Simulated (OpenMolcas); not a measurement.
Rh3+ with 6 ligands (fluoride) in octahedral coordination (Oh). A charge of +0.5 e stands 2.4 Å behind each ligand. Ligand basis ANO-RCC-VDZP.

* Program: OpenMolcas 26.06
* Method: SS-CASPT2, IPEA 0.25 Eh, imaginary shift 0.1 Eh (closed shells correlated: 4s 4p and the ligand valence shells)
* Basis: ANO-RCC-VTZP [7s6p4d2f1g]
* Scalar Hamiltonian: DKH2, point nucleus
* Active space: 6 electrons in 5 orbitals (4d)
* State averaging: 2S+1 = 5 even, 5 roots; 2S+1 = 3 even, 45 roots; 2S+1 = 1 even, 50 roots
* Spin-orbit coupling: state interaction with AMFI integrals over the reference wave functions

All ligands move together. At R = 1.89 Å the first state of the same spin is 24020 cm-1, and at R = 2.08 Å it is 15240 cm-1.

**Question.** A third run gives 18620 cm-1. What distance was it run at?

**Answer.** With a power law R^-n the two known points give n = -ln(15240 / 24020) / ln(2.08 / 1.89) = 4.75. Then R = 1.89 × (24020 / 18620)^(1/4.75) = 1.994 Å. The run was at 1.98 Å, so the estimate is off by +0.014 Å.

Roots that are degenerate in the reference are averaged as groups; the widest CASPT2 spread within a group is 950 cm-1 (the 3-fold group of multiplicity 1 near 18600 cm-1 above the lowest state of its run, R = 1.98). Shifts and gaps below about the spread of the groups concerned are not significant. Over all roots computed the reference weight is 0.68 to 0.70 in R = 1.89, 0.68 to 0.70 in R = 1.98, 0.67 to 0.70 in R = 2.08; a low but even weight reflects the number of correlated electrons. Ligand-to-metal charge-transfer states are missing. With no ligand orbital active B as a rule stays too high, so bands that hang on it stand too high and its fall with covalency is understated. With one d shell and no ligand orbital active, 10Dq can be off by a tenth or more. The least metal-like active orbital is 79 % on the metal (Löwdin) and no ligand orbital is active, so the numbers are rough (holds for R = 1.89). The least metal-like active orbital is 81 % on the metal (Löwdin) and no ligand orbital is active, so the numbers are rough (holds for R = 1.98). This shell can be high or low spin here, a state of another spin lies low, and with metal d orbitals alone active their balance is uncertain, so the ground spin may be wrong, although the usual error favours high spin (holds for R = 2.08). The least metal-like active orbital is 82 % on the metal (Löwdin) and no ligand orbital is active, so the numbers are rough (holds for R = 2.08). These CASPT2 states fit no ligand-field parameters well, so their order and spin gaps are uncertain (holds for R = 2.08). No measured value stands beside these numbers; the geometry was imposed, not optimised, and the real ion may take another.
